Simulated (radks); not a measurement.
Results of a calculation; reference values are marked as such.
These are the eigenvalues of the occupied orbitals of an atom or ion with whole-number occupations (hartree). Level of theory: scalar-relativistic Kohn-Sham, PBEsol, spin-polarised, spherical densities, point nucleus (a radial shooting solver on a logarithmic mesh with Libxc functionals).

| orbital | eigenvalue |
|---|---|
| 1s up | -1506.517 |
| 1s down | -1506.473 |
| 2s up | -263.7970 |
| 2s down | -263.7713 |
| 2p up | -239.1813 |
| 2p down | -239.1422 |
| 3s up | -76.54821 |
| 3s down | -76.50620 |
| 3p up | -68.71055 |
| 3p down | -68.66314 |
| 3d up | -57.74729 |
| 3d down | -57.70163 |
| 4s up | -32.88831 |
| 4s down | -32.66595 |
| 4p up | -30.04506 |
| 4p down | -29.82450 |

Which element is it, and in what charge state? The configuration may be excited. Open shells, if any, are filled with parallel spins first.

Answer. Z = 58, cerium, charge +24: Ce24+ in [Ar] 3d10 4s2 4p4. The list shows which subshells hold electrons but not how many an open one holds; the 1s level, -1506.5 hartree, gives Z - s = 54.9 by -(Z - s)^2/2, which with screening and relativity narrows Z to a few neighbours, and the depths of the outer levels then fix element, charge and occupations together.
